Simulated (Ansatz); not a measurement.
One change: `C=[C]([AlH2])[SiH2]S` becomes `C=C[C](=C)[AlH2]`.

Ansatz, PBE0-D4/def2-TZVP geometries, multiplicity 1. Each molecule was computed in one conformer, which needn't be the lowest. `C=[C]([AlH2])[SiH2]S` holds a close contact that its SMILES doesn't draw: S···Al 2.57 Å.

```json
{"property": "size of the dipole moment (PBE/def2-TZVPP) / D", "`C=[C]([AlH2])[SiH2]S`": "2.62"}
{"property": "HOMO energy (PBE0/def2-TZVPP) / eV", "`C=[C]([AlH2])[SiH2]S`": "-7.24"}
{"property": "HOMO–LUMO gap (PBE/def2-TZVPP) / eV", "`C=[C]([AlH2])[SiH2]S`": "3.96"}
{"property": "LUMO energy (PBE/def2-TZVPP) / eV", "`C=[C]([AlH2])[SiH2]S`": "-2.10"}
{"property": "HOMO energy (ωB97M-V/def2-TZVPP) / eV", "`C=[C]([AlH2])[SiH2]S`": "-9.38"}
{"property": "size of the dipole moment (ωB97M-V/def2-TZVPP) / D", "`C=[C]([AlH2])[SiH2]S`": "2.75"}
```

(1) What does the change do to each property? (Estimate.)

## Answers

(1) Computed: 
| property | `C=C[C](=C)[AlH2]` | shift |
| --- | --- | --- |
| size of the dipole moment (PBE/def2-TZVPP) / D | 0.75 | -1.87 |
| HOMO energy (PBE0/def2-TZVPP) / eV | -6.95 | 0.29 |
| HOMO–LUMO gap (PBE/def2-TZVPP) / eV | 3.56 | -0.40 |
| LUMO energy (PBE/def2-TZVPP) / eV | -2.45 | -0.35 |
| HOMO energy (ωB97M-V/def2-TZVPP) / eV | -9.04 | 0.34 |
| size of the dipole moment (ωB97M-V/def2-TZVPP) / D | 0.70 | -2.05 |

With PBE0 the HOMO rises by 0.29 eV and the LUMO falls by 0.44 eV, so the gap narrows by about 0.73 eV. PBE moves the HOMO by 0.05 eV and ωB97M-V by 0.34 eV. Dipoles are sizes alone; their direction can turn.
